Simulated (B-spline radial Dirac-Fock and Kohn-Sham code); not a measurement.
Kohn-Sham estimates against Dirac-Fock for the levels of Tl⁵⁺

System: the Tl⁵⁺ ion, [Xe] 4f14 5d8.

The density-functional columns are spherical, spin-unpolarised Dirac-Kohn-Sham results without Breit or QED terms: −ε is minus the orbital energy of the initial state and ΔSCF the difference of two total energies. The reference in the last column comes from Dirac-Fock (average of configuration) total-energy differences with a finite nucleus, the Breit interaction including its frequency dependence, and self-energy and vacuum-polarisation corrections. All numbers are from an atomic code on a B-spline grid, in eV; a selection of levels is shown. For the 1s level of heavy atoms much of the gap between ΔSCF and the reference is the Breit and QED part, -473.7 eV here; for other levels the error of the functional can be larger.

```
level   PBE −ε  PBE ΔSCF   LDA −ε  LDA ΔSCF  Dirac-Fock
   1s  85498.1   86133.7  85430.9   86064.3     85601.0
   2s  15264.6   15384.2  15254.5   15374.5     15428.5
2p1/2  14660.6   14815.4  14656.0   14810.8     14774.2
2p3/2  12595.2   12723.9  12592.7   12721.6     12732.2
   3s   3692.5    3729.5   3689.9    3727.0      3787.6
3p1/2   3418.9    3458.7   3417.9    3457.8      3495.7
3p3/2   2959.7    2995.3   2959.3    2995.1      3036.8
   4s    874.2     892.5    873.0     891.3       928.8
4p1/2    756.1     774.3    755.6     773.8       802.7
4p3/2    644.4     661.7    643.8     661.1       690.5
4f5/2    180.8     197.2    181.4     197.8       196.2
4f7/2    176.2     192.5    176.7     193.0       191.8
   5s    194.1     204.8    194.5     205.2       212.8
5p1/2    154.1     164.3    154.5     164.8       168.2
5p3/2    133.3     143.0    133.5     143.2       147.4
   5d    75.42     83.76    75.70     84.05       82.41
```

Problem. Order the estimates of the K (1s) level by their distance from the Dirac-Fock value, nearest first.
A. PBE ΔSCF
B. PBE −ε
C. LDA −ε
D. LDA ΔSCF

Solution. B (102.9 eV), C (170.1 eV), D (463.3 eV), A (532.7 eV).

An eigenvalue near the reference for a deep level is a cancellation of errors: it lacks relaxation, carries self-interaction and omits Breit and QED terms.

Values without a named source are computed, but for edge energies of neutral atoms, which are taken from tables.
